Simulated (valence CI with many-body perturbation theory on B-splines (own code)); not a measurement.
## Zr XXVIII: what the settings do

Computed by valence CI with perturbative core correlation (CI+MBPT): three valence electrons over a frozen Dirac-Fock core [Ne], radial functions for each j: 6 s, 6 p, 5 d, 3 f, 1 g, with the one-electron correlation potential Σ1 (screened to all orders), the two-electron term Σ2, the three-electron term Σ3, Breit, model QED; selected single and double excitations, second order for the rest, scaled by the run's own slope (own B-spline code, finite nucleus).

No measured spectrum was set against this ion. As an estimate, large intervals hold to a few tenths of a per cent, small ones and those within an open d or f shell to about a per cent.

The reference run has the lowest level 3s2.3p 2P°_1/2 and an ionisation energy of 1404.79 eV. Its largest variational space holds 2878 state functions.

Names give the largest LS component (configuration and term), which can be under half, so a name can repeat, a term be missing and a line seem to break the LS rules; names also repeat where a configuration has a term twice.

Changed runs:
A. scale of Σ1 1 → 0.8
B. factor on the speed of light 1 → 100; QED terms on → off
C. scale of Σ1 1 → 0
D. scale of Σ2 1 → -1 (bad on purpose)

Excitation energies of the reference run in cm⁻¹, and shifts in cm⁻¹:

| Level | Reference | A | B | C | D |
| --- | --- | --- | --- | --- | --- |
| 3s2.3p 2P°_3/2 | 161732 | -63 | -161716 | -315 | -327 |
| 3s.3p2 4P_1/2 | 496074 | +271 | -96969 | +1351 | -2162 |
| 3s.3p2 4P_3/2 | 592906 | +221 | -193795 | +1105 | -3211 |
| 3s.3p2 4P_5/2 | 642257 | +212 | -243138 | +1056 | -2489 |
| 3s.3p2 2D_3/2 | 730466 | +209 | -214055 | +1041 | -306 |
| 3s.3p2 2D_5/2 | 799902 | +159 | -283490 | +792 | -2012 |
| 3s.3p2 2P_1/2 | 806893 | +227 |  | +1134 | +7005 |
| 3s.3p2 2P_3/2 | 968480 | +179 | -296118 | +893 | +8045 |
| 3s.3p2 2S_1/2 | 969089 | +159 |  | +793 | +4661 |
| 3s2.3d 2D_3/2 | 1035290 | +182 | -196129 | +908 | +8630 |
| 3s2.3d 2D_5/2 | 1051440 | +144 | -212278 | +720 | +7956 |
| 3p3 2D°_3/2 | 1277530 | +487 | -259376 | +2431 | +2186 |
| Ionisation energy (eV) | 1404.79 | -0.18 | -24.20 | -0.91 | +0.37 |

A blank means that the level has no clear partner in that run.
